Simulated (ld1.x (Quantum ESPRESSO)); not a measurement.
**N: from the effect back to the setting (RRKJ)**

Base potential:

* Element: N (Z = 7)
* Generator: ld1.x (Quantum ESPRESSO) 7.5
* Type: norm-conserving RRKJ (Kleinman–Bylander form)
* Functional: PBE
* Relativity: scalar-relativistic
* Frozen core: [He]
* Valence charge: 5
* Reference configuration: 2s2 2p2 (charge +1)
* Partial waves: 2p (bound): rc 2.15 bohr; 2s (bound): rc 1.00 bohr
* Local potential: the s channel
* Core correction: a·sin(br)/r model core inside 0.70 bohr

Cutoffs, loose and tight: the cutoffs (Ry, on a coarse ladder) from which the occupation-weighted sum of valence levels, in a spherical-Bessel basis at the reference potential, stays within 10 and 1 mRy of its value at 400 Ry. They do not see the model core or the augmentation charge, which bear on the density cutoff. Test errors are all-electron minus pseudo excitation energies from the reference, over the configurations 2s2 2p3; 2s2 2p1; 2s2 2p0; 2s0 2p5; 2s1 2p4; 2s2 2p2.5; 2s1 2p3; variants that change the core or the reference have their own tests.

Only the scale of all radii but the core radius (base = 1) is moved:

```json
{"scale of all radii but the core radius (base = 1)": "0.77", "cutoff, loose": "60 Ry", "cutoff, tight": "160 Ry", "bound ghosts": "none", "largest test error (meV)": "+728", "median size of the test errors": "83.5 meV"}
{"scale of all radii but the core radius (base = 1)": "0.86", "cutoff, loose": "55 Ry", "cutoff, tight": "140 Ry", "bound ghosts": "none", "largest test error (meV)": "+1145", "median size of the test errors": "133.9 meV"}
{"scale of all radii but the core radius (base = 1)": "1.1", "cutoff, loose": "45 Ry", "cutoff, tight": "110 Ry", "bound ghosts": "none", "largest test error (meV)": "+2544", "median size of the test errors": "340.1 meV"}
{"scale of all radii but the core radius (base = 1)": "1.19", "cutoff, loose": "40 Ry", "cutoff, tight": "100 Ry", "bound ghosts": "none", "largest test error (meV)": "+3244", "median size of the test errors": "456.1 meV"}
{"scale of all radii but the core radius (base = 1)": "1.26", "cutoff, loose": "40 Ry", "cutoff, tight": "90 Ry", "bound ghosts": "none", "largest test error (meV)": "+4068", "median size of the test errors": "604.0 meV"}
{"scale of all radii but the core radius (base = 1)": "1.4", "cutoff, loose": "35 Ry", "cutoff, tight": "70 Ry", "bound ghosts": "none", "largest test error (meV)": "+5367", "median size of the test errors": "850.5 meV"}
```

Q: One more run gave cutoff, loose: 50 Ry; cutoff, tight: 140 Ry; bound ghosts: none; largest test error (meV): +1803; median size of the test errors: 226.0 meV. Which value of the scale of all radii but the core radius (base = 1) was used?

A: 0.99. The median size of the test errors moves one way along this sweep, from 83.5 meV at 0.77 to 850.5 meV at 1.4, which places the run between 0.86 and 1.1.
